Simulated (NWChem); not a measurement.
# CH4SSi, singlet; SMILES S[Si]C

```xyz
7

Si    -0.7904    -0.5603    -0.0029
C      0.7862    -1.6618    -0.0029
H      0.8801    -2.1107     0.9981
H      1.7346    -1.1691    -0.2419
H      0.6411    -2.5017    -0.6955
S      0.2454     1.3403    -0.0023
H     -0.8345     2.1524     0.0343
```
Atoms are numbered in this order, from 1.

Program: NWChem. Low-valent species are run as closed-shell singlets; no triplet was tried in these runs. Coordinates come from a B3LYP/6-31G* (spherical d) optimisation. Vertical excitations in the gas phase; the lowest state need not have the same character in each row.

For level B3LYP/def2-SVP, TDA:

| Quantity | Result |
|---|---|
| orbital gap (eV) | 4.06 |

What are these values for level CAM-B3LYP/def2-SVP, TDA?


- orbital gap (eV): 6.77
